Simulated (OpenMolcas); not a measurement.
Mo IV: from RASSCF to RASPT2

```
Program             : OpenMolcas
Basis               : ANO-RCC-VTZP [7s6p4d2f1g]
Scalar Hamiltonian  : DKH2, point nucleus
Active space        : 3 electrons in 9 orbitals (RAS2 4d 5s; RAS3 5p, at most 2 electrons)
State averaging     : 2S+1 = 4 even, 20 roots; 2S+1 = 2 even, 65 roots kept (CI in the orbitals of an earlier block); 2S+1 = 4 odd, 30 roots; 2S+1 = 2 odd, 75 roots kept (CI in the orbitals of an earlier block)
Spin-orbit coupling : state interaction with AMFI integrals over the reference wave functions, term energies averaged over their components
```

Methods on the same reference wave functions:
A. RASSCF
B. SS-RASPT2, IPEA 0.25 Eh, imaginary shift 0.1 Eh (closed shells correlated: 4s 4p)
C. MS-RASPT2, IPEA 0.25 Eh, imaginary shift 0.1 Eh (closed shells correlated: 4s 4p)

Energies in cm-1 above 4d3 4F 3/2, the measured ground level; measured values from Sugar and Musgrove, J. Phys. Chem. Ref. Data 17, 155 (1988).

```
               Level      A      B      C  Measured
          4d3 4F 3/2    0.0    0.0    0.0       0.0
          4d3 4F 5/2    763    782    783       778
          4d3 4F 7/2   1744   1767   1768      1760
          4d3 4F 9/2   2878   2880   2880      2865
          4d3 4P 1/2  13216  10620  10620     10338
          4d3 4P 3/2  13260  10610  10600     10331
          4d3 2G 7/2  14346  12090  12090     11580
          4d3 4P 5/2  14447  11870  11870     11612
          4d3 2G 9/2  15116  12850  12850     12311
          4d3 2P 1/2  17904  14730  14720     14348
          4d3 2H 9/2  19318  16790  16790     15995
         4d3 2H 11/2  19750  17180  17180     16357
       4d3 2D 5/2(1)  20938  17520  17520     16809
4d3 2D 3/2(1) [59 %]  20985  17660  17650     17107
          4d3 2F 7/2  31077  25690  25670     24787
          4d3 2F 5/2  31415  26000  25990     25100
       4d3 2D 5/2(2)  48405  40530  40530     38922
       4d3 2D 3/2(2)  48847  40950  40960     39231
       4d2 5s 4F 3/2  67123  66370  66370     60896
       4d2 5s 4F 5/2  67809  67060  67060     61626
       4d2 5s 4F 7/2  68803  68060  68070     62708
       4d2 5s 4F 9/2  70050  69320  69320     64046
       4d2 5s 2F 5/2  76376  73960  73970     69178
       4d2 5s 2F 7/2  78348  75950  75970     71358
```

Deviations, from unrounded energies. A percentage is the sum of absolute deviations over the sum of measured energies, with the sign that they share, or ± where signs differ.

| Against measurement | Levels | A | B | C |
| --- | --- | --- | --- | --- |
| mean absolute deviation (cm-1) | 23 | 4500 | 1800 | 1800 |
| fine structure of the ground term (%) | 3 | ±0.8 | +0.5 | +0.6 |
| other terms of the ground configuration (%) | 14 | +24.2 | +3.9 | +3.9 |
| other configurations (%) | 6 | +9.9 | +7.9 | +7.9 |

B, C lie about equally close to measurement and A furthest from it. The largest miss of C in the table is 4d2 5s 4F 3/2, by +5500 cm-1. The ranking rests on the paired levels alone, and a cruder setting can come out closer through cancelling errors.

Between B and C the level of the table that moves most is 4d2 5s 2F 7/2, by 17 cm-1 (lowest in B, highest in C). Moves below CASPT2's spread within the term are not significant.

The two smallest mean deviations differ by little beside CASPT2's spread within terms, so their order carries little weight.

From A to B the spin-free energies of the other terms of 4d3 shown, above 4F, scale by factors of 0.79 to 0.85, as is usual when dynamic correlation screens the repulsion within a d or f shell.

The lowest spin-free term lies below A's lowest term by 0.298 hartree in B, 0.298 hartree in C.

CASPT2 does not keep the components of a term degenerate, so their means are used; among the terms shown or strongly mixed into the levels shown the widest spread is 1000 cm-1 (4d2 5s 2F, C). Terms from blocks run as CI alone lack orbitals of their own. A single d shell beside an s shell can misplace configurations of different d count against each other. Without dynamic correlation excited terms often stand tens of per cent too high (terms of higher spin than the ground term too low), and those without a measured partner can miss by more than the paired ones (holds for A). The CASPT2 spread within a term exceeds the gap to the next term for 4d3 2H and 4d3 2D(1), so the order of their levels is uncertain (holds for B; C). Blocks of more than 70 roots (2S+1 = 2 odd) ran without multistate coupling (holds for C). Measured partners are found by configuration, term and J. A level has none where our copy of the source lacks it or the pairing is in doubt (some pairs that miss far off the trend of their configuration count as doubtful), and it then counts in no deviation. Only configurations of the active space appear. The table leaves out levels that lie high or whose names do not pair safely across all columns.

A share in square brackets marks a mixed level and gives the weight of the term that names it, the lowest over the columns. A number in round brackets counts repeated terms of one configuration in the order of the reference energies.
